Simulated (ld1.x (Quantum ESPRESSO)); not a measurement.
# bismuth (Bi), TM: configuration errors across variants

```
Element                 : Bi
Generator               : ld1.x (Quantum ESPRESSO) 7.5
Type                    : norm-conserving Troullier–Martins (Kleinman–Bylander form)
Functional              : PBEsol
Relativity              : scalar-relativistic
Frozen core             : [Xe] 4f14 5d10
Valence charge          : 5
Reference configuration : 6s2 6p2 (charge +1)
Partial waves           : 6s (bound): rc 1.85 bohr; 6p (bound): rc 1.90 bohr; 6d channel at 0.1 Ry: rc 1.55 bohr
Local potential         : all-electron potential smoothed inside 1.20 bohr (lloc = -1)
Core correction         : a·sin(br)/r model core inside 1.40 bohr
```

All-electron excitation energies from the reference (eV): (1) 6s2 6p3 -7.949; (2) 6s2 6p1 15.290; (3) 6s2 6p0 38.647; (4) 6s2 6p3.3 -9.049; (5) 6s0 6p5 12.625; (6) 6s1 6p3 10.856; (7) 6s1 6p0 84.125.

Tests that are not counted but printed errors over 1 eV. “all radii but the core radius scaled by about 0.88 (s 1.62, p 1.68, d 1.36 bohr); local potential all-electron potential smoothed inside 1.06 bohr (lloc = -1)”: 6s1 6p0 (pseudo-atom not self-consistent, printed error +1.7 eV).

3 further variants failed, have other tests or too few solved ones, and are left out.

A true bound ghost makes a file unfit for plane-wave use even where its test errors are small: the radial tests pick states by their node count and pass the ghost by. Where a test does run into it, the solver fails or the error is huge.

Errors AE − PS in meV (a dash: test not solved or not reliable):

| change | (1) | (2) | (3) | (4) | (5) | (6) | (7) | bound ghosts |
| --- | --- | --- | --- | --- | --- | --- | --- | --- |
| base | -3.8 | -32 | -174 | -5.5 | -68 | -28 | -721 | s, p, d |
| all radii but the core radius scaled by about 0.88 (s 1.62, p 1.68, d 1.36 bohr); local potential all-electron potential smoothed inside 1.06 bohr (lloc = -1) | -2.3 | -26 | -133 | -3.4 | -62 | -23 | – | s, p, d |
| core correction none | +2.6 | -8.3 | +9.4 | +3.3 | +115 | +25 | +121 | s, p, d |
| wave 6s (bound): rc 1.85 bohr becomes 6s (bound): rc 2.66 bohr | -3.0 | -29 | -153 | -4.5 | -186 | -56 | -747 | s, p, d |
| wave 6d channel at 0.1 Ry: rc 1.55 bohr becomes 6d channel at 4.75 Ry: rc 1.55 bohr | -3.8 | -32 | -174 | -5.5 | -68 | -28 | -721 | d, s, p |
| wave 6d channel at 0.1 Ry: rc 1.55 bohr becomes 6d channel at 0.1 Ry: rc 1.76 bohr | -3.8 | -32 | -174 | -5.5 | -68 | -28 | -721 | s, p, d |
| local potential the p channel | -3.8 | -35 | -201 | -5.2 | -65 | -28 | -787 | d, s |
| wave 6p (bound): rc 1.90 bohr becomes 6p (bound): rc 2.64 bohr | -3.5 | -32 | -173 | -5.0 | -84 | -31 | -710 | s, p, d |
| wave 6p (bound): rc 1.90 bohr becomes 6p (bound): rc 2.26 bohr | -3.4 | -31 | -167 | -5.0 | -97 | -34 | -693 | s, p, d |

Q: Give the same row for: local potential all-electron potential smoothed inside 2.20 bohr (lloc = -1).

A: -0.9, -29, -169, -1.2, -62, -24, -706; bound ghosts: d.
